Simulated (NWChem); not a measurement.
System meant: Si₂H₅OF; SMILES O[Si@@H]([SiH3])F

The following NWChem deck was run.

```
start job
memory heap 200 mb stack 900 mb global 1100 mb
geometry units angstroms noautoz
  O     -1.396912    -1.104749     0.362934
  Si     0.012660    -0.559266    -0.309712
  F      1.284923    -1.268842     0.421509
  Si     0.100868     1.741526     0.090512
  H     -1.647537    -2.020875     0.207082
  H      0.114405    -0.955663    -1.745896
  H     -1.033787     2.419120    -0.607822
  H      1.387645     2.294974    -0.431070
  H      0.010825     2.006472     1.557612
end
basis spherical
  * library def2-svp
end
dft
  xc b3lyp
  iterations 4
  mulliken
end
task dft energy
```

End of the output:

```
    Atom       Charge   Shell Charges
 -----------   ------   -------------------------------------------------------
    1 O    8     8.22   1.97  0.88  0.60  2.73  2.03  0.01
    2 Si  14    13.53   2.00  1.93  0.65  0.33  5.81  1.22  0.95  0.63
    3 F    9     9.22   1.98  1.02  0.77  3.22  2.23  0.01
    4 Si  14    13.75   2.00  1.94  0.70  0.37  5.82  1.35  1.39  0.19
    5 H    1     0.91   0.55  0.17  0.18
    6 H    1     1.12   0.66  0.44  0.02
    7 H    1     1.08   0.64  0.42  0.02
    8 H    1     1.09   0.64  0.42  0.02
    9 H    1     1.08   0.64  0.42  0.03

 center of mass
 --------------
 x =   0.05291988 y =  -0.09811756 z =   0.02752340

 moments of inertia (a.u.)
 ------------------
         635.041107877611          -0.000000000000           0.000000000000
          -0.000000000000         293.823340672815          -0.000000000000
           0.000000000000          -0.000000000000         830.051180024461

     Multipole analysis of the density
     ---------------------------------

     L   x y z        total         alpha         beta         nuclear
     -   - - -        -----         -----         ----         -------
     0   0 0 0     -0.000000    -25.000000    -25.000000     50.000000

     1   1 0 0     -0.397062     -0.198531     -0.198531      0.000000
     1   0 1 0     -0.258263     -0.129132     -0.129132     -0.000000
     1   0 0 1     -0.371175     -0.185587     -0.185587      0.000000

     2   2 0 0    -30.657549    -79.887725    -79.887725    129.117901
     2   1 1 0      3.057092     -2.964339     -2.964339      8.985769
     2   1 0 1      0.291334      0.730189      0.730189     -1.169045
     2   0 2 0    -26.640834   -176.543000   -176.543000    326.445166
     2   0 1 1      0.621970     -1.782387     -1.782387      4.186744
     2   0 0 2    -29.702916    -32.769202    -32.769202     35.835488

 ------------------------------------------------------------------------
 dft energy failed                                                                                  0
 ------------------------------------------------------------------------
 ------------------------------------------------------------------------
  current input line :
    22: task dft energy
 ------------------------------------------------------------------------
 ------------------------------------------------------------------------
 This type of error is most commonly associated with calculations not reaching convergence criteria
 ------------------------------------------------------------------------
 For more information see the NWChem manual at https://nwchemgit.github.io

0:dft energy failed:Received an Error in Communication
```

Q: What is wrong, and how is it mended?

A: The run did not converge; its last values are not results. Cause: the SCF was allowed too few iterations. This input runs:
```
start job
memory heap 200 mb stack 900 mb global 1100 mb
geometry units angstroms noautoz
  O     -1.396912    -1.104749     0.362934
  Si     0.012660    -0.559266    -0.309712
  F      1.284923    -1.268842     0.421509
  Si     0.100868     1.741526     0.090512
  H     -1.647537    -2.020875     0.207082
  H      0.114405    -0.955663    -1.745896
  H     -1.033787     2.419120    -0.607822
  H      1.387645     2.294974    -0.431070
  H      0.010825     2.006472     1.557612
end
basis spherical
  * library def2-svp
end
dft
  xc b3lyp
  iterations 150
  mulliken
end
task dft energy
```
It converges to -756.86891 Ha (B3LYP/def2-SVP).
